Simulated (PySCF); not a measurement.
O$_{4}$Os (SMILES [O]=[Os](=[O])(=[O])=[O]), singlet, at a GFN2-xTB geometry (such geometries of metal compounds can be far from the true shape) (core potentials on Os); PySCF with PBE0/def2-SV(P).

Input for PySCF:
```python
from pyscf import gto, scf, dft

mol = gto.Mole()
mol.atom = '''
    Os    0.000000   -0.000000    0.000000
    O     1.112794    0.658356   -0.975418
    O     0.738504   -0.820376    1.185234
    O    -0.936291   -1.009404   -0.853021
    O    -0.915007    1.171423    0.643205
'''
mol.basis = 'def2-sv(p)'
mol.ecp = {'Os': 'def2-sv(p)'}
mol.charge = 0
mol.spin = 0
mol.verbose = 4
mol.build()

mf = dft.RKS(mol)
mf.xc = 'pbe0'
mf.kernel()
```

Predict the main parts of the log of this PySCF run.


```
PySCF version 2.14.0

[INPUT] verbose = 4
[INPUT] num. atoms = 5
[INPUT] num. electrons = 48
[INPUT] charge = 0
[INPUT] spin (= nelec alpha-beta = 2S) = 0
[INPUT] symmetry False subgroup None
[INPUT] Mole.unit = angstrom
[INPUT] Symbol           X                Y                Z      unit          X                Y                Z       unit  Magmom
[INPUT]  1 Os     0.000000000000   0.000000000000   0.000000000000 AA    0.000000000000   0.000000000000   0.000000000000 Bohr   0.0
[INPUT]  2 O      1.112794000000   0.658356000000  -0.975418000000 AA    2.102875893059   1.244112532464  -1.843272876971 Bohr   0.0
[INPUT]  3 O      0.738504000000  -0.820376000000   1.185234000000 AA    1.395570301896  -1.550285959166   2.239767653523 Bohr   0.0
[INPUT]  4 O     -0.936291000000  -1.009404000000  -0.853021000000 AA   -1.769333562895  -1.907497109040  -1.611976068503 Bohr   0.0
[INPUT]  5 O     -0.915007000000   1.171423000000   0.643205000000 AA   -1.729112632060   2.213668646016   1.215481291951 Bohr   0.0

nuclear repulsion = 244.115424567033
number of shells = 35
number of NR pGTOs = 146
number of NR cGTOs = 81
basis = def2-sv(p)
ecp = {'Os': 'def2-sv(p)'}

******** <class 'pyscf.dft.rks.RKS'> ********
method = RKS
initial guess = minao
damping factor = 0
level_shift factor = 0
DIIS = <class 'pyscf.scf.diis.CDIIS'>
diis_start_cycle = 1
diis_space = 8
diis_damp = 0
SCF conv_tol = 1e-09
SCF conv_tol_grad = None
SCF max_cycles = 50
direct_scf = True
direct_scf_tol = 1e-13
XC library pyscf.dft.libxc version 7.1.2
    S. Lehtola, C. Steigemann, M. J. T. Oliveira, and M. A. L. Marques,  SoftwareX 7, 1–5 (2018)
XC functionals = pbe0
    C. Adamo and V. Barone,  J. Chem. Phys. 110, 6158 (1999)
    M. Ernzerhof and G. E. Scuseria,  J. Chem. Phys. 110, 5029 (1999)
radial grids:
    Treutler-Ahlrichs [JCP 102, 346 (1995); DOI:10.1063/1.469408] (M4) radial grids

becke partition: Becke, JCP 88, 2547 (1988); DOI:10.1063/1.454033
pruning grids: <function nwchem_prune>
grids dens level: 3
symmetrized grids: False
atomic radii adjust function: <function treutler_atomic_radii_adjust>
small_rho_cutoff = 0
Set gradient conv threshold to 3.16228e-05
Initial guess from minao.
tot grids = 80640
init E= -379.170614814282
  HOMO = -0.712178116987568  LUMO = -0.453351137391009  gap/eV = 7.04304
cycle= 1 E= -390.50232955075  delta_E= -11.3  |g|=  1.5  |ddm|= 8.25
  HOMO = -0.274779721364053  LUMO = -0.136450277152202  gap/eV = 3.76414
cycle= 2 E= -388.928276879179  delta_E= 1.57  |g|=  3.2  |ddm|= 3.35
  HOMO = -0.358397167402038  LUMO = -0.0846030743071322  gap/eV = 7.45032
cycle= 3 E= -390.873587177921  delta_E= -1.95  |g|= 0.333  |ddm|= 2.67
  HOMO = -0.398709366866005  LUMO = -0.143280488641214  gap/eV = 6.95057
cycle= 4 E= -390.896049441659  delta_E= -0.0225  |g|= 0.0369  |ddm|= 0.35
  HOMO = -0.391822523080019  LUMO = -0.134548586733225  gap/eV = 7.00078
cycle= 5 E= -390.896327244209  delta_E= -0.000278  |g|= 0.00273  |ddm|= 0.0356
  HOMO = -0.391891692171437  LUMO = -0.134565308523463  gap/eV = 7.00221
cycle= 6 E= -390.896328380745  delta_E= -1.14e-06  |g|= 0.000323  |ddm|= 0.00182
  HOMO = -0.391911051383047  LUMO = -0.134606876268789  gap/eV = 7.00160
cycle= 7 E= -390.896328340202  delta_E= 4.05e-08  |g|= 0.000619  |ddm|= 0.000713
  HOMO = -0.391923732852226  LUMO = -0.134608527040503  gap/eV = 7.00190
cycle= 8 E= -390.89632841617  delta_E= -7.6e-08  |g|= 4.97e-05  |ddm|= 0.00045
  HOMO = -0.391925883757148  LUMO = -0.134610103418667  gap/eV = 7.00192
cycle= 9 E= -390.896328416866  delta_E= -6.96e-10  |g|= 2.03e-06  |ddm|= 6.89e-05
  HOMO = -0.391925577907337  LUMO = -0.134609491284109  gap/eV = 7.00193
Extra cycle  E= -390.896328416865  delta_E= 9.09e-13  |g|= 4.1e-06  |ddm|= 4.77e-06
converged SCF energy = -390.896328416865
```
